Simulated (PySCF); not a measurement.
# What a mistake does to a calculation on ClH2OSi2

Calculated results; nothing here was measured. The program is PySCF 2.14.0, an open-source quantum chemistry code, run on an isolated molecule that a program drew, which may never have been made. The molecule is ClH2OSi2 (charge 0, doublet), drawn as the SMILES string `O=[SiH][SiH]Cl`.

Each row is a Hartree-Fock (HF) and frozen-core CCSD(T) single point in the cc-pV(D+d)Z basis, meant for a local HF minimum. Run 1 is clean. Each other run has one planted mistake out of seven kinds, and not every kind appears here: one electron removed, one electron added, multiplicity raised by two, geometry at a saddle point, minimal basis STO-3G, one bond length entered in bohr, all coordinates scaled. The reference is restricted for singlets and unrestricted otherwise, and also for a bond in bohr. Adding or removing an electron swaps singlet and doublet. Electrons count all cores. HOMO and LUMO are orbital energies over both spins, the gradient is its largest component, and the lowest frequency (negative if imaginary) is given only where the gradient is small. Bond lengths are over the 5 bonds as drawn. T1 is the CCSD diagnostic: over 0.02 (restricted) or 0.045 (unrestricted) a single reference is doubtful.

Geometry of the clean run:
```xyz
6
ClH2OSi2, angstrom
O     2.5906    4.2488   -0.2487
Si    1.8785    2.9281   -0.2552
Si    1.5749    1.7039   -2.2229
Cl    0.1022    0.2642   -1.9756
H     1.4048    2.2149    0.9491
H     1.2711    2.5034   -3.4226
```

```
run  electrons  basis functions  <S^2>  HOMO (eV)  LUMO (eV)  gradient (hartree/bohr)  lowest frequency (cm^-1)  mean bond (Å)  longest bond (Å)      T1  HF (hartree)  CCSD(T) (hartree)                 mistake
  1         55               93  0.770      -9.57      -0.26                  3.3e-05                        74         1.7726             2.337  0.0225   -1113.40932        -1113.95625                no fault
  2         55               34  1.243      -6.63       4.99                  1.4e-01                         -         1.7726             2.337  0.0607   -1100.75475        -1100.91437    minimal basis STO-3G
  3         55               93  0.774      -9.74      -0.42                  5.7e-02                         -         1.8435             2.431  0.0248   -1113.39927        -1113.95358  all coordinates scaled
  4         54               93  0.000     -16.88      -7.77                  6.2e-02                         -         1.7726             2.337  0.0316   -1113.08955        -1113.64669                       ?
  5         55               93  0.778      -8.76      -0.10                  4.3e-05                      -367         1.7509             2.260  0.0214   -1113.40346        -1113.95305                       ?
```

**Which mistake was planted in run 4, and what did it cost?**

It counts 54 electrons, one fewer than the clean run, at the same geometry and basis. So the mistake is: one electron removed. Subtracting run 1 and multiplying by 627.51 kcal/mol a hartree, the energy moved by 200.7 kcal/mol in HF and 194.3 kcal/mol in CCSD(T).

**Which mistake was planted in run 5, and what did it cost?**

The gradient is small, so the point is stationary, but the lowest frequency is imaginary (-367 cm^-1). So the mistake is: geometry at a saddle point. Subtracting run 1 and multiplying by 627.51 kcal/mol a hartree, the energy moved by 3.7 kcal/mol in HF and 2.0 kcal/mol in CCSD(T).

Cautions from the logs. Run 2: T1 is over the limit, so its CCSD(T) energy is less reliable; run 4: T1 is over the limit, so its CCSD(T) energy is less reliable.
